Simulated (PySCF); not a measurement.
C5H7F3OSe.
Geometry (PBE0-D3(BJ)/def2-SVP, Å), atoms numbered from 1 in this order:
```xyz
17
C5H7F3OSe angstrom
C     -2.7179   -0.2670    1.1519
C     -1.8978   -0.2788    0.0962
C     -1.3901    0.9373   -0.5846
Se     0.3106    1.6089    0.2025
O      0.8571    2.6768   -0.9045
C      1.2746   -0.0738   -0.2012
C      2.7622    0.0670    0.0012
F      3.3486   -1.1362   -0.0105
F      3.0401    0.6335    1.1823
F      3.3282    0.8012   -0.9475
H     -3.1065    0.6694    1.5656
H     -3.0377   -1.1938    1.6340
H     -1.5383   -1.2422   -0.2839
H     -1.1491    0.8045   -1.6491
H     -2.0612    1.8026   -0.4797
H      0.8932   -0.8561    0.4696
H      1.0760   -0.3345   -1.2494
```

The closed-shell ground state was solved at several levels (PySCF, density fitting, gas phase). Relativistic effects, spin–orbit coupling among them, are left out although an element past zinc is present.

```tsv
level	basis functions	HOMO (eV)	LUMO (eV)	gap (eV)	dipole (D)
PBE0/pcSseg-1	229	-7.01	-1.12	5.89	5.23
CAM-B3LYP/def2-SVPD	289	-8.46	-0.17	8.29	5.74
```

What might B97-2/pcSseg-1 (229 basis functions) give for the same quantities?

HOMO -6.75 eV, LUMO -1.17 eV, gap 5.58 eV, dipole 5.21 D.

Over all these levels, which gives the widest orbital gap and which the narrowest?

CAM-B3LYP/def2-SVPD (range-separated hybrid) has the widest, 8.29 eV, and B97-2/pcSseg-1 (global hybrid, 21 % exact exchange) the narrowest, 5.58 eV. Functional and basis both differ between the two, so the spread mixes both effects.

How far do the dipole and the HOMO energy spread over the levels?

The dipole runs from 5.21 to 5.74 D (mean 5.40 D) and the HOMO from -8.46 to -6.75 eV.

One conformer stands for the species.
